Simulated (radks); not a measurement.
Task: The mean radii <r> (bohr) of the occupied orbitals of an atom or ion are listed with their occupations. Calculated with a radial shooting solver on a logarithmic mesh with Libxc functionals: scalar-relativistic Kohn-Sham, OLYP, spin-polarised, spherical densities, point nucleus.

orbital  occ.      <r>
1s up       1  0.02363
1s down     1  0.02363
2s up       1   0.1010
2s down     1   0.1010
2p up       3  0.08879
2p down     3  0.08879
3s up       1   0.2663
3s down     1   0.2662
3p up       3   0.2645
3p down     3   0.2643
3d up       5   0.2416
3d down     5   0.2414
4s up       1   0.6072
4s down     1   0.6069
4p up       3   0.6431
4p down     3   0.6427
4d up       5   0.7066
4d down     5   0.7064
5s up       1    1.461
5s down     1    1.481
5p up       3    1.696
5p down     3    1.729
4f up       4    1.058

Name the element and its charge. Open shells, if any, are filled with parallel spins first.

Result: Z = 60, neodymium, charge +2: Nd2+ in [Xe] 4f4. The 1s radius gives Z: for a bare nucleus <r> = (2 gamma + 1)/(2Z) with gamma = sqrt(1 - (Z/c)^2), 0.02332 bohr for Z = 60, and screening makes it slightly larger (0.02363 here). The occupations add up to 58, and the charge is Z minus that.
